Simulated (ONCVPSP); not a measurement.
Transferability test, ONCV potential for rhodium

| Property | Result |
| --- | --- |
| Element | rhodium (Rh) |
| Generator | ONCVPSP 4.0.1 |
| Type | optimised norm-conserving Vanderbilt (ONCV) |
| Functional | PBE |
| Relativity | scalar-relativistic |
| Frozen core | [Kr] |
| Valence charge | 9 |
| Reference configuration | 4d8 5s0.5 5p0.5 |
| Partial waves | 5s: rc 2.45 bohr, ncon 4, nbas 7, qcut 2.2 1/bohr, 2 projectors, debl 0.7 Ha; 5p: rc 3.50 bohr, ncon 3, nbas 6, qcut 2 1/bohr, 2 projectors, debl 0.9 Ha; 4d: rc 1.50 bohr, ncon 3, nbas 6, qcut 5.5 1/bohr, 2 projectors, debl 2.8 Ha |
| Local potential | polynomial inside 1.05 bohr (lpopt 5, dvloc0 4 Ha) |
| Core correction | none |

Energies are relative to the spin-unpolarised reference configuration 4d8 5s0.5 5p0.5; without spin polarisation the order of configurations can differ from experiment. Not all tests gave a result: 1 of 4 tests not solved or not reliable.

| valence configuration | charge | ΔE all-electron (eV) | error AE − PS (meV) |
| --- | --- | --- | --- |
| 4d8 5s1 5p0 | 0 | -1.760 | +2.2 |
| 4d8 5s0 5p0 | +1 | 5.701 | +4.1 |
| 4d7 5s1 5p1 | 0 | 4.859 | -45 |

Levels in the configuration 4d7 5s1 5p1:

| level | all-electron (eV) | pseudo (eV) |
| --- | --- | --- |
| 4d | -10.274 | -10.361 |
| 5s | -6.376 | -6.351 |
| 5p | -2.096 | -2.093 |

Note: ghosts flagged at negative energy: s at -114.8 eV, p at -16.1 eV; GHOST(+) flags only above 600 eV. A true bound ghost makes a file unfit for plane-wave use.
